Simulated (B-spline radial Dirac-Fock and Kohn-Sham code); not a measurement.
**Se⁶⁺: scattering cross sections and density moments**

System: the Se⁶⁺ ion, configuration [Ar] 3d10.

The run's input, task.json:

```json
{"items": [{
  "Z": 34,
  "q": 6,
  "cfg": [[1, 0, 2], [2, 0, 2], [2, 1, 6], [3, 0, 2], [3, 1, 6], [3, 2, 10]],
  "A": 80,
  "rrms": 4.14,
  "do": ["scatter"],
  "s": [0.0, 0.05, 0.1, 0.15, 0.2, 0.25, 0.3, 0.35, 0.4, 0.45, 0.5, 0.6, 0.7, 0.8, 0.9, 1.0, 1.1, 1.2, 1.4, 1.6, 1.8, 2.0, 2.5, 3.0, 3.5, 4.0, 5.0, 6.0],
  "pz": [0, 0.1, 0.2, 0.3, 0.4, 0.5, 0.6, 0.8, 1.0, 1.2, 1.4, 1.6, 1.8, 2.0, 2.5, 3.0, 4.0, 5.0, 7.0, 10.0, 15.0, 20.0, 30.0, 40.0, 60.0, 100.0],
  "hv_scatter": [1000, 2000, 5000, 10000, 17479.3, 30000, 100000, 1000000]
}]}
```

Command: `python xray_run.py task.json out`

Method: relativistic Hartree-Fock (Dirac-Fock) wave functions, averaged over the configuration. Computed with a radial finite-basis atomic code.

| Item | Value |
| --- | --- |
| Sum of ⟨r⟩ | 12.27 bohr |
| Sum of ⟨r²⟩ | 8.039 bohr² |
| Sum of ⟨1/r⟩ | 169.21 per bohr |
| Langevin diamagnetic susceptibility | -6.37 × 10⁻⁶ cm³/mol |
| Lamb shielding (α²/3)Σ⟨1/r⟩ | 3004 ppm |

Coherent scattering is the Thomson cross section weighted by f₀², without anomalous dispersion; incoherent scattering is Klein-Nishina weighted by S. The Lamb formula is the non-relativistic shielding expression. Electron correlation is left out. A dash stands where the photon energy is too low for the impulse approximation behind that column.

```tsv
hν (keV)	coherent (b)	incoherent (b)	incoherent per electron (b)
1	514.5	–	–
2	494.2	0.4557	0.0163
5	386.5	2.243	0.0801
10	219.1	5.439	0.194
17.4793	110.2	8.661	0.309
30	52.33	11.22	0.401
100	7.028	12.54	0.448
1000	0.08457	5.892	0.210
```

Incoherent scattering overtakes coherent scattering between 30 and 100 keV.
